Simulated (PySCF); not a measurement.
C₆H₁₂S.
Geometry (PBE0-D3(BJ)/def2-SVP, Å), atoms numbered from 1 in this order:
```xyz
19
C6H12S angstrom
S      2.6831   -1.1908    0.2432
C      1.1055   -0.4295   -0.2788
C     -0.0182   -1.4046    0.0640
C     -1.3798   -0.8351   -0.3231
C     -1.6194    0.5292    0.3144
C     -0.4935    1.5006   -0.0227
C      0.8683    0.9314    0.3669
H      3.4877   -0.2030   -0.2051
H      1.1382   -0.3106   -1.3758
H      0.0057   -1.6022    1.1512
H      0.1576   -2.3701   -0.4365
H     -2.1752   -1.5418   -0.0370
H     -1.4329   -0.7381   -1.4226
H     -1.6793    0.4110    1.4115
H     -2.5907    0.9383   -0.0073
H     -0.6530    2.4686    0.4789
H     -0.5054    1.7095   -1.1080
H      0.9293    0.8108    1.4628
H      1.6741    1.6286    0.0844
```

The closed-shell ground state was solved at several levels (PySCF, density fitting, gas phase, non-relativistic).

| level | basis functions | total energy (Eh) | HOMO (eV) | LUMO (eV) | gap (eV) | dipole (D) |
| --- | --- | --- | --- | --- | --- | --- |
| OPBE/pcSseg-1 | 186 | -633.8948 | -5.40 | -0.13 | 5.27 | 1.89 |
| B97-D/pcSseg-1 | 186 | -633.8364 | -5.40 | -0.20 | 5.20 | 1.84 |
| KT3/pcSseg-1 | 186 | -640.7114 | -5.50 | -0.35 | 5.15 | 1.79 |
| PBE0/def2-SVPD | 243 | -633.3715 | -6.72 | 0.27 | 6.99 | 1.97 |
| PBE0/6-31G | 91 | -633.5350 | -6.63 | 1.25 | 7.88 | 2.24 |
| PBE0/cc-pVDZ | 162 | -633.6572 | -6.54 | 0.90 | 7.44 | 1.80 |
| wB97X-D/pcSseg-1 | 186 | -633.9412 | -8.60 | 2.40 | 11.00 | 1.93 |
| PBE0/pcSseg-1 | 186 | -633.5920 | -6.69 | 0.61 | 7.30 | 1.90 |
| PBE0/STO-3G | 51 | -626.4798 | -3.24 | 6.77 | 10.01 | 1.09 |
| PBE0/def2-TZVP | 295 | -633.7347 | -6.66 | 0.48 | 7.14 | 1.87 |
| LDA/pcSseg-1 | 186 | -630.4429 | -5.53 | -0.51 | 5.02 | 1.88 |
| PBE0/aug-cc-pVDZ | 273 | -633.6729 | -6.69 | -0.21 | 6.48 | 1.96 |

Q: What might mPW1PW91/pcSseg-1 (186 basis functions) give for the same quantities?

A: Total energy -633.9902 Eh, HOMO -6.71 eV, LUMO 0.62 eV, gap 7.33 eV, dipole 1.90 D.

Q: Over all these levels, which gives the widest orbital gap and which the narrowest?

A: wB97X-D/pcSseg-1 (range-separated hybrid) has the widest, 11.00 eV, and LDA/pcSseg-1 (LDA) the narrowest, 5.02 eV. The two share the basis. From the narrowest to the widest the HOMO moves by -3.07 eV and the LUMO by +2.91 eV.

Q: How much does the basis alone move the frontier levels among the 7 PBE0 rows?

A: The HOMO by 3.48 eV and the LUMO by 6.98 eV. By rising basis size (HOMO, LUMO in eV): STO-3G -3.24, 6.77; 6-31G -6.63, 1.25; cc-pVDZ -6.54, 0.90; pcSseg-1 -6.69, 0.61; def2-SVPD -6.72, 0.27; aug-cc-pVDZ -6.69, -0.21; def2-TZVP -6.66, 0.48.

Q: How far do the dipole and the HOMO energy spread over the levels?

A: The dipole runs from 1.09 to 2.24 D (mean 1.85 D) and the HOMO from -8.60 to -3.24 eV.

One conformer stands for the species.

Note: B97-D and wB97X-D ran without an empirical dispersion term, which enters the total energy and its gradient alone.
